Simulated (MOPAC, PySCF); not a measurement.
H3Br2GaSi, SMILES `[Br][Ga]([Br])[SiH3]`, neutral singlet in the gas phase. 

Z-matrix (Å, degrees):
```
Si
H 1 1.4791
H 1 1.4798 2 110.47
H 1 1.4810 2 110.05 3 121.41
Ga 1 2.4083 2 109.32 4 118.71
Br 5 2.3091 1 122.79 2 162.39
Br 5 2.3093 6 114.23 1 -179.78
```
Charge 0, multiplicity 1.

All levels are single points at this geometry (B3LYP-D3(BJ)/def2-TZVP); Pople sets use spherical d functions. Orbital energies aren't observables, and empty levels follow the basis.

```json
[
 {"level": "M06-2X/def2-TZVP in PySCF", "HOMO (eV)": "-9.12", "LUMO (eV)": "-1.57", "gap (eV)": "7.55", "dipole (D)": "2.64", "vertical IE, Delta-SCF (eV)": "10.11"},
 {"level": "PBE-D3(BJ)/def2-TZVP in PySCF", "HOMO (eV)": "-6.97", "LUMO (eV)": "-2.90", "gap (eV)": "4.07", "dipole (D)": "2.44", "vertical IE, Delta-SCF (eV)": "9.50"},
 {"level": "B3LYP/3-21G in PySCF", "HOMO (eV)": "-7.66", "LUMO (eV)": "-2.08", "gap (eV)": "5.58", "dipole (D)": "2.41", "vertical IE, Delta-SCF (eV)": "–"},
 {"level": "M06-2X/6-31G* in PySCF", "HOMO (eV)": "-9.17", "LUMO (eV)": "-1.56", "gap (eV)": "7.61", "dipole (D)": "2.84", "vertical IE, Delta-SCF (eV)": "–"},
 {"level": "HF/STO-3G in PySCF", "HOMO (eV)": "-7.49", "LUMO (eV)": "3.94", "gap (eV)": "11.43", "dipole (D)": "2.60", "vertical IE, Delta-SCF (eV)": "–"},
 {"level": "PM6 in MOPAC", "HOMO (eV)": "-10.03", "LUMO (eV)": "-1.55", "gap (eV)": "8.48", "dipole (D)": "3.61", "vertical IE, Delta-SCF (eV)": "–"}
]
```
